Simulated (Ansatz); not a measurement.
Species: sum formula AlH2F, net charge 0, singlet state. 
Geometry from a B3LYP-D3(BJ)/def2-TZVP (Ansatz, an electronic-structure program) optimisation:
SMILES: [F][AlH2]
```xyz
4

F      1.0774    -0.1894    -0.0104
Al    -0.5530     0.0972     0.0053
H     -1.4963    -1.1576     0.0018
H     -1.0116     1.5985     0.0224
```

Dipole moments at this geometry, in debye (magnitudes).

```json
[
 {"level": "SVWN5/def2-TZVPD", "program": "Ansatz", "dipole (D)": "1.43"},
 {"level": "PBE/def2-TZVPD", "program": "Ansatz", "dipole (D)": "1.37"},
 {"level": "revPBE/def2-TZVPD", "program": "Ansatz", "dipole (D)": "1.34"},
 {"level": "PBE0/def2-TZVPD", "program": "Ansatz", "dipole (D)": "1.45"},
 {"level": "r2SCANh/def2-TZVPD", "program": "Ansatz", "dipole (D)": "1.40"},
 {"level": "r2SCAN0/def2-TZVPD", "program": "Ansatz", "dipole (D)": "1.44"},
 {"level": "CAM-B3LYP/def2-TZVPD", "program": "Ansatz", "dipole (D)": "1.48"},
 {"level": "wB97M-V/def2-TZVPD", "program": "Ansatz", "dipole (D)": "1.42"},
 {"level": "wB97X-V/def2-TZVPD", "program": "Ansatz", "dipole (D)": "1.43"},
 {"level": "CCSD(T)/aug-cc-pV(D+d)Z", "program": "Ansatz", "dipole (D)": "1.43"}
]
```
